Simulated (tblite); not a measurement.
C6H15FSi2.
Cartesian coordinates in Å at the GFN2-xTB level; atoms count from 1:
```xyz
24
C6H15FSi2 angstrom
C     -2.519    1.000    0.053
C     -1.804    0.539   -1.218
C     -0.437   -0.023   -0.916
C      0.549    0.765   -0.475
Si     2.272    0.209   -0.006
C      3.152    1.774    0.666
F      4.453    1.472    1.020
C     -0.277   -1.490   -1.091
Si    -1.051   -2.480    0.351
H     -3.510    1.378   -0.188
H     -2.622    0.173    0.751
H     -1.957    1.791    0.542
H     -2.414   -0.216   -1.716
H     -1.705    1.391   -1.896
H      0.326    1.822   -0.372
H      3.059   -0.278   -1.148
H      2.294   -0.800    1.062
H      2.680    2.177    1.565
H      3.217    2.575   -0.076
H      0.780   -1.744   -1.156
H     -0.751   -1.804   -2.023
H     -0.574   -1.934    1.621
H     -2.513   -2.395    0.290
H     -0.659   -3.882    0.202
```

All values are computed: GFN2-xTB (tblite) harmonic vibrations without scaling, gas phase. This tight-binding method is rough: wavenumbers can miss measured ones by several per cent, in bad cases by 10 to 20. Modes of hydrogen on silicon can be 10 to 20 % off. One conformer, not necessarily the lowest.

Harmonic wavenumbers (cm⁻¹): 32.6, 51.3, 58.7, 65.7, 88.3, 123.3, 148.7, 161.1, 197.1, 211.3, 241.0, 289.5, 392.1, 441.4, 467.8, 510.5, 535.0, 562.3, 567.1, 705.1, 712.1, 728.6, 757.0, 767.1, 776.9, 784.3, 790.4, 803.7, 816.6, 819.0, 829.1, 899.4, 1026.0, 1029.6, 1075.8, 1080.0, 1114.2, 1178.7, 1210.7, 1211.9, 1239.4, 1283.4, 1298.7, 1342.3, 1408.3, 1453.8, 1465.0, 1486.4, 1496.8, 1502.5, 1653.6, 2202.0, 2218.0, 2247.5, 2267.1, 2283.0, 2949.1, 2957.0, 2960.0, 2966.0, 2985.5, 3002.6, 3010.4, 3031.6, 3037.2, 3045.2.

A = 1653, B = 498.9, C = 424.2 MHz; mass 162.070 u (most abundant isotopes); point group C1, symmetry number 1.

**Question.** Zero-point energy?

**Answer.** ½Σν̃ = 40527 cm⁻¹ = 484.81 kJ/mol.

**Question.** Give the ideal-gas entropy at 400 K and 1 bar in the rigid-rotor, harmonic-oscillator model (classical rotation).

**Answer.** Translation 178.42, rotation 134.19, vibration 258.31: S = 570.9 J/(mol K).

**Question.** And Cp and H(400 K) − H(0)?

**Answer.** Cp = 269.46 J/(mol K), of which vibrations give 236.20 (their classical limit is 66 R = 548.8); H(400 K) − H(0) = 63.80 kJ/mol without the zero-point energy, 50.50 from vibrations.

**Question.** Blend soft modes into free rotors: weight 1/[1 + (100 cm⁻¹/ν̃)⁴] for the oscillator and the rest for a rotor with moment μB/(μ + B), μ = h/(8π²ν), B = 10⁻⁴⁴ kg m². What vibrational entropy results?

**Answer.** 230.12 J/(mol K) in place of 258.31, which changes −T·S at 400 K by +11.28 kJ/mol.

**Question.** How do the functions run with temperature in this model?

**Answer.** 
```csv
T (K),S (J/(mol K)),Cp (J/(mol K)),H − H(0) (kJ/mol),G − H(0) (kJ/mol),ln q(vib)
150,383.4,132.8,13.19,-44.31,5.86
250,464.1,188.9,29.23,-86.79,10.04
298.15,499.7,216.3,38.99,-110.00,11.95
600,696.3,349.2,126.17,-291.60,23.23
900,853.8,426.3,243.47,-524.92,33.31
```

q(vib) and H(0) count from the zero-point level.

**Question.** What must be added to the electronic energy to get the Gibbs energy at 400 K and 1 bar?

**Answer.** ZPE + [H(400 K) − H(0)] − T·S = 484.81 + 63.80 − 228.37 = 320.24 kJ/mol.

**Question.** Which modes carry the vibrational entropy at 400 K?

**Answer.** 32.6 cm⁻¹: 26.14; 51.3 cm⁻¹: 22.38; 58.7 cm⁻¹: 21.26; 65.7 cm⁻¹: 20.33; 88.3 cm⁻¹: 17.89; 123.3 cm⁻¹: 15.14 J/(mol K); the other 60 give 135.18 together.

Hindered rotation and anharmonicity are outside this model. Other conformers, if any are populated, would add a mixing term that is left out. The structure is chiral; the term R ln 2 for an equal mix with its mirror image is left out.
